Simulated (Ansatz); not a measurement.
Gas-phase electronic energies from Ansatz, PBE0-D4/def2-TZVP geometries. CCSD(T)/CBS adds triple-zeta CCSD(T) − MP2 to the extrapolated MP2 energy (def2 sets, frozen cores). This one scheme is used for every species. DFT in def2-TZVPP. B3LYP here is the variant with VWN-RPA as its local correlation; programs differ in this. Each species was taken in one conformer, which may not be the lowest.

Reaction (cleavage of the Si–P bond): `F[SiH2]P[SiH3]` + `O[SiH3]` → `F[SiH2]O[SiH3]` + `[SiH3]P`

| level | ΔE (kJ/mol) |
| --- | --- |
| ωB97X-V | -104.3 |
| PBE0 | -92.9 |
| B3LYP | -111.4 |
| r2SCANh | -101.7 |
| BHLYP | -121.1 |
| HF/def2-TZVPP | -135.3 |
| SCS-MP2/def2-QZVPP | -112.8 |
| MP2/CBS(def2) | -103.7 |

(1) What does CCSD(T)/CBS give? (Best estimate.)

Largest T1 diagnostic among the species: 0.013.

Answers

(1) Computed: -104.8 kJ/mol. The listed levels differ from it by 0.5, 11.9, -6.6, 3.1, -16.3, -30.5, -8.0, 1.1 kJ/mol.

In def2-TZVPP, CCSD(T) changes the Hartree–Fock value by +27.2 kJ/mol (the triples alone add +5.0 kJ/mol) and MP2 by +28.4 kJ/mol. From PBE to PBE0 (25 % exact exchange), in def2-TZVPP and without D4, ΔE moves by −7.2 kJ/mol. At CCSD(T), def2-SVP lies −5.9 kJ/mol from the extrapolated value and def2-TZVPP −3.2 kJ/mol.
